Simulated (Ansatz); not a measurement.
Si50H52, a nanocrystal cut from cubic silicon. Total charge 0; triplet. Geometry PBE-D4/def2-SVP, that of the neutral singlet; atoms count from 1.

Cartesian coordinates in Å:
```
Si 1.928 -0.008 5.540
Si 3.946 -2.355 2.641
Si -1.180 -2.102 4.779
Si 0.616 -4.235 2.153
Si 3.848 1.544 2.505
Si -1.236 1.744 4.486
Si 0.600 3.423 1.580
Si 5.681 -0.520 -0.159
Si 2.425 -2.512 -0.768
Si 2.415 1.300 -1.055
Si 4.286 -0.788 -3.687
Si 0.621 -0.405 1.868
Si -2.622 -2.371 1.218
Si -2.637 1.420 0.934
Si -0.797 -0.679 -1.716
Si -4.378 -0.273 4.036
Si -5.932 -0.575 0.112
Si 1.211 -2.885 -4.279
Si -0.795 -4.507 -1.415
Si -4.006 -2.650 -2.366
Si 2.442 5.128 -1.360
Si 1.025 0.999 -4.628
Si -0.817 3.150 -1.998
Si -4.049 1.198 -2.622
Si -2.359 -0.841 -5.303
Si 3.455 1.640 4.825
Si 5.137 -0.390 2.123
Si 0.049 -0.198 4.137
Si 1.881 -2.357 1.514
Si 0.107 -4.045 4.444
Si -3.160 -2.216 3.505
Si -1.356 -4.325 0.867
Si 1.870 1.476 1.231
Si 1.868 5.291 0.919
Si 3.692 3.164 -1.703
Si -0.115 3.696 3.804
Si -3.208 1.596 3.211
Si -1.362 3.296 0.286
Si 3.695 -0.641 -1.414
Si 0.466 -2.630 -2.062
Si 0.451 1.202 -2.355
Si 2.327 -0.932 -4.978
Si -1.344 -0.509 0.571
Si -4.579 -2.493 -0.085
Si -4.614 1.323 -0.341
Si -2.770 -0.744 -2.989
Si -2.736 -4.596 -2.745
Si 0.463 5.020 -2.632
Si -0.847 0.811 -6.044
Si -2.869 3.164 -3.148
H 2.641 -1.332 5.640
H 1.429 0.341 6.922
H 3.778 -2.528 4.128
H 4.731 -3.540 2.130
H -1.546 -1.970 6.241
H 1.440 -5.478 1.899
H 4.657 2.750 2.084
H -1.589 1.811 5.955
H 6.505 -1.755 -0.432
H 6.479 0.686 -0.591
H 3.230 -3.773 -0.990
H 5.139 -2.016 -3.890
H 5.098 0.423 -4.075
H -4.442 -0.154 5.541
H -5.792 -0.333 3.521
H -6.601 -0.493 1.458
H -7.016 -0.651 -0.938
H 2.201 -4.027 -4.283
H 0.089 -3.252 -5.215
H 0.045 -5.746 -1.629
H -5.275 -2.691 -3.188
H 3.251 6.338 -1.773
H 1.840 2.206 -5.034
H -5.310 1.090 -3.449
H -1.829 -2.200 -5.682
H -3.681 -0.657 -6.008
H 4.773 1.427 5.531
H 2.941 2.999 5.223
H 6.388 -0.312 2.970
H 1.381 -3.978 5.250
H -0.678 -5.251 4.900
H -3.943 -3.450 3.895
H -2.187 -5.518 1.286
H 3.115 5.370 1.766
H 1.061 6.544 1.156
H 4.963 3.206 -0.891
H 4.069 3.032 -3.158
H 1.029 4.047 4.719
H -1.092 4.848 3.826
H -4.026 2.855 3.397
H -2.177 4.550 0.513
H 2.660 -1.031 -6.450
H -5.351 -3.725 0.330
H -5.404 2.587 -0.085
H -3.557 -5.809 -2.381
H -2.357 -4.701 -4.202
H -0.353 6.271 -2.417
H 0.792 4.921 -4.102
H -1.568 2.129 -6.155
H -0.354 0.443 -7.423
H -3.658 4.350 -2.645
H -2.678 3.337 -4.633
```

Single mean-field runs in def2-SVP are fitted with def2-universal-jkfit. At PBE0-D4/def2-SVP a singlet of charge 0 lies 3.83 eV below the triplet at the same geometry.

Q: Estimate the Mulliken populations of the heavy atoms from the PBE0/def2-SVP orbitals of Ansatz.

A: 
| atom | charge (e) | spin (α − β) |
| --- | --- | --- |
| Si1 | 0.12 | 0.06 |
| Si2 | 0.14 | 0.05 |
| Si3 | -0.01 | -0.01 |
| Si4 | 0.00 | 0.01 |
| Si5 | -0.02 | 0.08 |
| Si6 | 0.00 | 0.00 |
| Si7 | -0.22 | 0.01 |
| Si8 | 0.17 | 0.02 |
| Si9 | 0.11 | 0.08 |
| Si10 | -0.14 | 0.10 |
| Si11 | 0.17 | 0.02 |
| Si12 | -0.06 | 0.20 |
| Si13 | -0.17 | -0.01 |
| Si14 | -0.17 | 0.00 |
| Si15 | -0.06 | 0.20 |
| Si16 | 0.11 | 0.00 |
| Si17 | 0.11 | 0.00 |
| Si18 | 0.14 | 0.05 |
| Si19 | 0.00 | 0.01 |
| Si20 | -0.01 | -0.01 |
| Si21 | -0.11 | 0.01 |
| Si22 | -0.02 | 0.08 |
| Si23 | -0.22 | 0.01 |
| Si24 | 0.00 | 0.00 |
| Si25 | 0.12 | 0.06 |
| Si26 | 0.09 | 0.01 |
| Si27 | -0.07 | -0.01 |
| Si28 | -0.22 | 0.12 |
| Si29 | -0.19 | 0.02 |
| Si30 | 0.14 | 0.01 |
| Si31 | 0.00 | 0.04 |
| Si32 | 0.03 | 0.02 |
| Si33 | -0.08 | 0.02 |
| Si34 | 0.16 | 0.00 |
| Si35 | 0.16 | -0.01 |
| Si36 | 0.15 | 0.02 |
| Si37 | 0.00 | 0.04 |
| Si38 | 0.11 | 0.02 |
| Si39 | -0.23 | -0.01 |
| Si40 | -0.19 | 0.02 |
| Si41 | -0.08 | 0.02 |
| Si42 | -0.07 | -0.01 |
| Si43 | -0.04 | 0.25 |
| Si44 | 0.00 | 0.04 |
| Si45 | 0.00 | 0.04 |
| Si46 | -0.22 | 0.12 |
| Si47 | 0.14 | 0.01 |
| Si48 | 0.16 | 0.00 |
| Si49 | 0.09 | 0.01 |
| Si50 | 0.15 | 0.02 |
Mulliken values depend strongly on the basis.

Q: Where does the spin sit?

A: Summed by element: Si 1.81, H 0.19, of 2 unpaired in all. Largest on single atoms: Si43 0.25, Si15 0.20, Si12 0.20.

Q: And the Mayer bond orders between heavy atoms (over 0.3, the first 40 of 74)?

A: Si1–Si26 0.95 (2.36 Å); Si1–Si28 0.88 (2.35 Å); Si2–Si27 0.94 (2.36 Å); Si2–Si29 0.91 (2.35 Å); Si3–Si28 0.92 (2.36 Å); Si3–Si30 0.94 (2.35 Å); Si3–Si31 0.92 (2.36 Å); Si4–Si29 0.93 (2.35 Å); Si4–Si30 0.93 (2.35 Å); Si4–Si32 0.92 (2.36 Å); Si5–Si26 0.92 (2.36 Å); Si5–Si27 0.93 (2.35 Å); Si5–Si33 0.86 (2.35 Å); Si6–Si28 0.91 (2.35 Å); Si6–Si36 0.95 (2.35 Å); Si6–Si37 0.92 (2.35 Å); Si7–Si33 0.93 (2.35 Å); Si7–Si34 0.92 (2.35 Å); Si7–Si36 0.91 (2.35 Å); Si7–Si38 0.92 (2.35 Å); Si8–Si27 0.94 (2.35 Å); Si8–Si39 0.91 (2.35 Å); Si9–Si29 0.88 (2.35 Å); Si9–Si39 0.93 (2.35 Å); Si9–Si40 0.88 (2.35 Å); Si10–Si33 0.88 (2.36 Å); Si10–Si35 0.92 (2.35 Å); Si10–Si39 0.92 (2.35 Å); Si10–Si41 0.88 (2.36 Å); Si11–Si39 0.91 (2.35 Å); Si11–Si42 0.94 (2.35 Å); Si12–Si28 0.87 (2.35 Å); Si12–Si29 0.94 (2.35 Å); Si12–Si33 0.94 (2.35 Å); Si12–Si43 0.73 (2.36 Å); Si13–Si31 0.89 (2.35 Å); Si13–Si32 0.92 (2.35 Å); Si13–Si43 0.93 (2.35 Å); Si13–Si44 0.89 (2.35 Å); Si14–Si37 0.91 (2.35 Å).
